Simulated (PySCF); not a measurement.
Si(I)(Me)2(OH) (C₂H₇IOSi), SMILES C[Si](C)(O)I.

Geometry optimised at PBE0-D3(BJ)/def2-SVP. A frequency run showed that this geometry is not a minimum. The def2 effective core potentials stand for the cores of I; spin–orbit coupling is left out. The values are those of a single conformer.

All values below come from PySCF with ωB97X/def2-TZVP.

Gas-phase values at a fixed geometry.

Task: Estimate the frontier levels, gap, dipole moment and polarisability. (An estimate is asked for; the answer gives what the named calculation found.)

Result: 
| Item | Value |
|---|---|
| highest occupied level | -9.55 eV |
| lowest empty level | 2.28 eV |
| orbital gap | 11.84 eV |
| dipole moment | 0.729 e·Å |
| quadrupole, principal values (traceless, Buckingham form, about the centre of nuclear charge) | -6.31, -3.47, 9.77 D·Å |
| mean static polarisability | 82.6 bohr³ (12.24 Å³) |
| polarisability, principal values | 70.8, 76.7, 100.4 bohr³ |
